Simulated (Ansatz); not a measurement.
## Ansatz (development build ahead of 0.2.0) run

```yaml
crystal:
  periodic: [false, false, false]
  atoms:
    - { symbol: S, position_ang: [0.0, 0.0, 0.0] }
    - { symbol: F, position_ang: [1.565, 0.0, 0.0] }
    - { symbol: F, position_ang: [-1.565, 0.0, 0.0] }
    - { symbol: F, position_ang: [0.0, 1.565, 0.0] }
    - { symbol: F, position_ang: [0.0, -1.565, 0.0] }
    - { symbol: F, position_ang: [0.0, 0.0, 1.565] }
    - { symbol: F, position_ang: [0.0, 0.0, -1.565] }
basis:
  gaussian: { orbitals: "6-31G" }
hamiltonian:
  xc: hf
output:
  forces: true
```

The input is written out in the form of the current development build from the run's settings.

Results

| Item | Value |
| --- | --- |
| Converged | yes |
| Total energy | -993.52267 hartree |

Forces (eV/Å):
| atom | Fx | Fy | Fz |
| --- | --- | --- | --- |
| S1 | 0.000 | 0.000 | 0.000 |
| F2 | 5.405 | 0.000 | 0.000 |
| F3 | -5.405 | 0.000 | 0.000 |
| F4 | 0.000 | 5.405 | 0.000 |
| F5 | 0.000 | -5.405 | 0.000 |
| F6 | 0.000 | 0.000 | 5.405 |
| F7 | 0.000 | 0.000 | -5.405 |
